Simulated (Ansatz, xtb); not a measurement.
**C6H5Cl3: which of two isomers lies lower**

We compare I, `ClC(Cl)(Cl)C1C=CC=C1`, a singlet, with II, `ClC(Cl)(Cl)C1=CCC=C1`, a singlet. Both are isolated molecules in the gas phase, relaxed with PBE-D3(BJ)/def2-SVP.

I (Å):

```yaml
atoms:
  - { symbol: C, position_ang: [-2.8069, -1.9145, -0.6393] }
  - { symbol: C, position_ang: [-1.8280, -0.8070, -1.0519] }
  - { symbol: C, position_ang: [-0.3854, -1.2433, -1.1723] }
  - { symbol: C, position_ang: [0.3873, -0.3800, -0.4614] }
  - { symbol: C, position_ang: [-0.4680, 0.6202, 0.1939] }
  - { symbol: C, position_ang: [-1.7697, 0.3755, -0.1117] }
  - { symbol: Cl, position_ang: [-2.3669, -2.5869, 0.9614] }
  - { symbol: Cl, position_ang: [-2.7851, -3.2410, -1.8647] }
  - { symbol: Cl, position_ang: [-4.4855, -1.2526, -0.5621] }
  - { symbol: H, position_ang: [-2.1824, -0.4556, -2.0509] }
  - { symbol: H, position_ang: [-0.0649, -2.1085, -1.7647] }
  - { symbol: H, position_ang: [1.4831, -0.4139, -0.3812] }
  - { symbol: H, position_ang: [-0.0992, 1.4365, 0.8310] }
  - { symbol: H, position_ang: [-2.6584, 0.9242, 0.2222] }
```

II (Å):

```xyz
14

C    -3.1678   -1.8641   -0.5962
C    -1.8884   -1.0895   -0.5480
C    -0.9330   -1.1134    0.4257
C     0.1674   -0.1706    0.0367
C    -0.2843    0.3923   -1.2821
C    -1.4855   -0.1521   -1.6122
Cl   -3.3886   -2.9221    0.8346
Cl   -3.1902   -2.8925   -2.0897
Cl   -4.5642   -0.7107   -0.6883
H    -0.9589   -1.7173    1.3404
H     0.3213    0.6233    0.8044
H     1.1498   -0.6922   -0.0407
H     0.2836    1.1267   -1.8685
H    -2.0828    0.0491   -2.5109
```

Quicker runs give these differences E(II) − E(I): GFN2-xTB −0.218 eV; HF/STO-3G −0.165 eV (at GFN2-xTB geometries); r2SCAN-D4/def2-SVP −0.107 eV (at GFN2-xTB geometries).

**Question.** Estimate E(II) − E(I) at the level CCSD(T)/def2-SVP + ΔMP2/def2-TZVPP.

**Answer.** Too close to call at this level: CCSD(T)/def2-SVP + ΔMP2/def2-TZVPP gives E(II) − E(I) = −0.021 eV.

The same difference at several levels:

| level | geometry | E(II) − E(I) (eV) | departure from the last row (eV) | job, with rough time for the two |
| --- | --- | --- | --- | --- |
| GFN2-xTB | GFN2-xTB | −0.218 | −0.197 | optimisation, 0.22 s |
| HF/STO-3G | GFN2-xTB | −0.165 | −0.144 | single point, 0.7 s |
| r2SCAN-D4/def2-SVP | GFN2-xTB | −0.107 | −0.087 | single point, 5.8 s |
| PBE-D3(BJ)/def2-SVP | PBE-D3(BJ)/def2-SVP | −0.097 | −0.076 | optimisation, 27 s |
| HF/def2-SVP | PBE-D3(BJ)/def2-SVP | −0.053 | −0.032 | part of the CCSD(T) run |
| MP2/def2-SVP | PBE-D3(BJ)/def2-SVP | −0.011 | +0.010 | part of the CCSD(T) run |
| CCSD(T)/def2-SVP | PBE-D3(BJ)/def2-SVP | −0.005 | +0.016 | single point |
| CCSD(T)/def2-SVP + ΔMP2/def2-TZVPP | PBE-D3(BJ)/def2-SVP | −0.021 |  | single point, 2.8 min |

As drawn, both hold the same kinds of bond in the same numbers.

The largest departure from CCSD(T)/def2-SVP + ΔMP2/def2-TZVPP is that of GFN2-xTB, 0.197 eV. The last row adds to CCSD(T) the change of the MP2 difference between the two basis sets, here −0.016 eV.

With thermal terms from frequencies at re-optimised GFN2-xTB minima (ideal gas, soft modes damped towards free rotors, one conformer each, 298.15 K, 1 atm): on the last row, ΔE + ΔZPE = −0.031, ΔH = −0.025, ΔG = −0.035 eV.

The correlated steps freeze 21 core orbitals. Codes used: Ansatz 0.2.0, xtb 6.7.1; the last row on 4 threads of Arm Neoverse V1 on a shared host.
